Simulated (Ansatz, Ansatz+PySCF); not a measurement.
```yaml
atoms:
  - { symbol: F, position_ang: [0.0317, 0.2248, -1.1731] }
  - { symbol: C, position_ang: [0.0343, -0.3340, 0.0646] }
  - { symbol: O, position_ang: [0.0362, 0.1784, 1.0742] }
```

Basis set: def2-SVP (spherical functions). Left uncorrelated: 3 orbitals. Correlation on ROHF uses semicanonical orbitals with singles. Charge 0, multiplicity 2.

Computed with Ansatz (development build ahead of 0.2.0); each method stands on the lowest determinant of its kind that the runs found.

(1) Give the atomization energy at this shape (free ground-state atoms in the same class of orbitals less the molecule, no zero-point energy) of doublet CFO by ROHF-CCSD(T), ROHF-MP2, UHF-MP2, ROHF, UHF.

Answers

(1)

| method | atomization energy |
| --- | --- |
| ROHF-CCSD(T) | 12.05 eV |
| ROHF-MP2 | 12.83 eV |
| UHF-MP2 | 12.78 eV |
| ROHF | 8.12 eV |
| UHF | 7.91 eV |
